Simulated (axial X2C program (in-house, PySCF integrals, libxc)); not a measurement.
## Potential curves of SbAs, two-component

Calculated with an axial X2C code built on PySCF integrals. Two-component (2c) means X2C with spin–orbit coupling and atomic mean-field two-electron Coulomb and Gaunt terms. Basis: Sb dyall-cv3z [11s12p8d4f1g], As dyall-cv3z [9s9p6d4f1g] (cores contracted in-house); Gaussian nuclei, density fitting, unrestricted open shells. Masses: Sb 120.904 u, As 74.922 u.

State: Ω = 0 (closed shell). Energies in eV from the fragments at the same level (Sb + As). Fits are polynomials in 1 − R0/R over 0.85 to 1.23 times the lowest point R0.

| R (Å) | BLYP | PBE0 |
| --- | --- | --- |
| 1.9888 | -1.8376 | -1.5698 |
| 2.0803 | -2.8171 | -2.4482 |
| 2.1488 | -3.2689 | -2.8226 |
| 2.2174 | -3.5388 | -3.0139 |
| 2.2860 | -3.6673 | -3.0630 |
| 2.3660 | -3.6821 | -2.9849 |
| 2.4460 | -3.5900 | -2.8002 |
| 2.5489 | -3.3636 | -2.4565 |
| 2.6746 | -2.9860 | -1.9402 |
| 2.8575 | -2.3483 | -1.1168 |

Occupations by symmetry block were frozen at the best pattern of an incomplete PBE0 search. The closed shell is kept restricted, so the energy runs too high when the bond is stretched far. De is counted from the lowest determinant-based energies of the atoms at the same level, without counterpoise correction.

(1) What are Re, ωe and De at the BLYP level?

(2) Fit the PBE0 curve near its minimum: give the equilibrium distance, the harmonic wavenumber and the well depth.

## Answers

(1) At BLYP, 2c: Re = 2.335 Å, ωe ≈ 333 cm⁻¹, De = 3.69 eV to Sb + As; Be follows as 0.0669 cm⁻¹.

(2) At PBE0, 2c: Re = 2.280 Å, ωe ≈ 372 cm⁻¹, De = 3.06 eV to Sb + As; Be follows as 0.0701 cm⁻¹.
